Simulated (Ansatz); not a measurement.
```yaml
atoms:
  - { symbol: H, position_ang: [-0.0246, 0.0019, 1.5173] }
  - { symbol: C, position_ang: [0.0495, -0.0043, 0.3730] }
  - { symbol: C, position_ang: [1.4334, -0.0456, -0.0959] }
  - { symbol: C, position_ang: [-0.7329, 1.2981, -0.0639] }
  - { symbol: C, position_ang: [-0.7744, -1.2739, -0.0900] }
  - { symbol: H, position_ang: [1.4840, -0.0154, -1.1608] }
  - { symbol: H, position_ang: [1.9550, 0.8685, 0.2430] }
  - { symbol: H, position_ang: [1.9696, -0.9209, 0.2366] }
  - { symbol: H, position_ang: [-0.7231, 1.3141, -1.1602] }
  - { symbol: H, position_ang: [-1.7539, 1.3291, 0.2628] }
  - { symbol: H, position_ang: [-0.2500, 2.1781, 0.3112] }
  - { symbol: H, position_ang: [-0.7605, -1.3033, -1.1470] }
  - { symbol: H, position_ang: [-0.2630, -2.1643, 0.2348] }
  - { symbol: H, position_ang: [-1.7976, -1.3138, 0.2460] }
```

Basis set: 6-31G (spherical functions). Left uncorrelated: 4 orbitals. Charge 0, multiplicity 1.

Computed with Ansatz (development build ahead of 0.2.0); each method stands on the lowest determinant of its kind that the runs found. Restricted open shells among the atoms or ions are ROHF, correlated in semicanonical orbitals with singles.

The atomization energy at this shape (free ground-state atoms in the same class of orbitals less the molecule, no zero-point energy) of singlet C₄H₁₀:

| method | atomization energy |
| --- | --- |
| RHF-MP2 | 4749.0 kJ/mol |

Question: What does RHF give?

Answer: 4027.0 kJ/mol.

This basis has no polarisation functions and is too small for such energies, which can lie far from measured ones in either direction.
